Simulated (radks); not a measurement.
The numbers below are computed, except where a source is named.
Task: These are the eigenvalues of the occupied orbitals of an atom or ion with whole-number occupations (eV). Level of theory: non-relativistic Kohn-Sham, r2SCAN, spin-polarised, spherical densities, point nucleus; meta-GGA in the generalised Kohn-Sham scheme (a radial shooting solver on a logarithmic mesh with Libxc functionals).

1s: -26875.97
2s: -3975.045
2p: -3710.869
3s: -780.6020
3p: -671.9831
3d: -471.6716
4s: -143.0124
4p: -107.3363
4d: -48.9395

Which element is it, and in what charge state? The configuration may be excited. Open shells, if any, are filled with parallel spins first.

Result: Z = 49, indium, charge +3: In3+ in [Kr] 4d10. The list shows which subshells hold electrons but not how many an open one holds; the 1s level, -987.67 hartree, gives Z - s = 44.4 by -(Z - s)^2/2, which with screening narrows Z to a few neighbours, and the depths of the outer levels then fix element, charge and occupations together.
